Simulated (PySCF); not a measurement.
F4Se (SMILES F[Se](F)(F)F), singlet, geometry from GFN2-xTB; PySCF with DF-SVWN5/aug-cc-pVDZ.

Here is a job for PySCF.
```python
from pyscf import gto, scf, dft
import numpy

mol = gto.M(
    atom='''
Se   -0.00203224    0.00254110    0.35944284
F     0.96817789    1.31904607   -0.34335275
F     1.32333862   -0.96859697   -0.32517209
F    -0.96433922   -1.32384594   -0.33559484
F    -1.31949995    0.96379711   -0.35377550
''',
    basis='aug-cc-pvdz',
    verbose=4,
)
print('smallest overlap eigenvalue', numpy.linalg.eigvalsh(mol.intor('int1e_ovlp'))[0])

mf = dft.RKS(mol)
mf.xc = 'lda,vwn'
mf = mf.density_fit(auxbasis='def2-universal-jkfit')
mf = scf.addons.remove_linear_dep_(mf, threshold=1e-5, lindep=1e-5)
mf.kernel()
```

Q: What does PySCF print? Leave out banner, timings and long lists.

A: 
```
PySCF version 2.14.0

[INPUT] verbose = 4
[INPUT] num. atoms = 5
[INPUT] num. electrons = 70
[INPUT] charge = 0
[INPUT] spin (= nelec alpha-beta = 2S) = 0
[INPUT] symmetry False subgroup None
[INPUT] Mole.unit = angstrom
[INPUT] Symbol           X                Y                Z      unit          X                Y                Z       unit  Magmom
[INPUT]  1 Se    -0.002032240000   0.002541100000   0.359442840000 AA   -0.003840377019   0.004801983055   0.679248525036 Bohr   0.0
[INPUT]  2 F      0.968177890000   1.319046070000  -0.343352750000 AA    1.829591051959   2.492635817984  -0.648842661616 Bohr   0.0
[INPUT]  3 F      1.323338620000  -0.968596970000  -0.325172090000 AA    2.500747561860  -1.830382998384  -0.614486193452 Bohr   0.0
[INPUT]  4 F     -0.964339220000  -1.323845940000  -0.335594840000 AA   -1.822337016977  -2.501706257717  -0.634182336417 Bohr   0.0
[INPUT]  5 F     -1.319499950000   0.963797110000  -0.353775500000 AA   -2.493493526877   1.821312577547  -0.668538804581 Bohr   0.0

nuclear repulsion = 464.12442326381
number of shells = 41
number of NR pGTOs = 226
number of NR cGTOs = 128
basis = aug-cc-pvdz
ecp = {}
input.py:20: DeprecationWarning: remove_linear_dep_ is deprecated and will be removed in a future release. Linear dependency handling is now built into the SCF procedure by default. Linear dependency removal can be controlled using the following settings:
  pyscf.scf.hf.remove_overlap_zero_eigenvalue = True
  pyscf.scf.hf.overlap_zero_eigenvalue_threshold = 1e-6

  mf = scf.addons.remove_linear_dep_(mf, threshold=1e-5, lindep=1e-5)
smallest overlap eigenvalue 0.003933954873634401

******** <class 'pyscf.df.df_jk.DFRKS'> ********
method = DFRKS
initial guess = minao
damping factor = 0
level_shift factor = 0
DIIS = <class 'pyscf.scf.diis.CDIIS'>
diis_start_cycle = 1
diis_space = 8
diis_damp = 0
SCF conv_tol = 1e-09
SCF conv_tol_grad = None
SCF max_cycles = 50
direct_scf = False
XC library pyscf.dft.libxc version 7.1.2
    S. Lehtola, C. Steigemann, M. J. T. Oliveira, and M. A. L. Marques,  SoftwareX 7, 1–5 (2018)
XC functionals = lda,vwn
    P. A. M. Dirac,  Math. Proc. Cambridge Philos. Soc. 26, 376 (1930)
    F. Bloch,  Z. Phys. 57, 545 (1929)
    S. H. Vosko, L. Wilk, and M. Nusair,  Can. J. Phys. 58, 1200 (1980)
radial grids:
    Treutler-Ahlrichs [JCP 102, 346 (1995); DOI:10.1063/1.469408] (M4) radial grids

becke partition: Becke, JCP 88, 2547 (1988); DOI:10.1063/1.454033
pruning grids: <function nwchem_prune>
grids dens level: 3
symmetrized grids: False
atomic radii adjust function: <function treutler_atomic_radii_adjust>
small_rho_cutoff = 0
Set gradient conv threshold to 3.16228e-05
Initial guess from minao.
tot grids = 77472
init E= -2794.65184732662
  HOMO = -0.359997533487411  LUMO = -0.111508460181002  gap/eV = 6.76173
cycle= 1 E= -2794.78476416756  delta_E= -0.133  |g|= 1.05  |ddm|= 2.16
  HOMO = -0.234137635396604  LUMO = -0.145819081192651  gap/eV = 2.40327
cycle= 2 E= -2793.52081766745  delta_E= 1.26  |g|= 2.83  |ddm|= 2.49
  HOMO = -0.35210704084836  LUMO = -0.162311983870586  gap/eV = 5.16459
cycle= 3 E= -2795.00461498194  delta_E= -1.48  |g|= 0.0836  |ddm|= 1.78
  HOMO = -0.341503157791403  LUMO = -0.144403743099659  gap/eV = 5.36335
cycle= 4 E= -2795.00553925973  delta_E= -0.000924  |g|= 0.0497  |ddm|= 0.117
  HOMO = -0.347056428661687  LUMO = -0.151493097189762  gap/eV = 5.32155
cycle= 5 E= -2795.00603100122  delta_E= -0.000492  |g|= 0.00732  |ddm|= 0.0421
  HOMO = -0.347007290100316  LUMO = -0.151104239452095  gap/eV = 5.33079
cycle= 6 E= -2795.00604345134  delta_E= -1.25e-05  |g|= 0.00133  |ddm|= 0.00661
  HOMO = -0.34714834755446  LUMO = -0.151182622653864  gap/eV = 5.33250
cycle= 7 E= -2795.00604371224  delta_E= -2.61e-07  |g|= 0.000325  |ddm|= 0.00077
  HOMO = -0.347158776446537  LUMO = -0.151180142227169  gap/eV = 5.33285
cycle= 8 E= -2795.00604373105  delta_E= -1.88e-08  |g|= 0.000136  |ddm|= 0.000286
  HOMO = -0.347159170945002  LUMO = -0.151179730094479  gap/eV = 5.33287
cycle= 9 E= -2795.00604373433  delta_E= -3.28e-09  |g|= 2.68e-05  |ddm|= 9.94e-05
  HOMO = -0.347159697196364  LUMO = -0.151179134020231  gap/eV = 5.33290
cycle= 10 E= -2795.00604373446  delta_E= -1.3e-10  |g|= 1.21e-06  |ddm|= 1.73e-05
  HOMO = -0.347159681205735  LUMO = -0.151179213880629  gap/eV = 5.33290
Extra cycle  E= -2795.00604373446  delta_E= -9.09e-13  |g|= 8.43e-07  |ddm|= 2.78e-06
converged SCF energy = -2795.00604373446
```
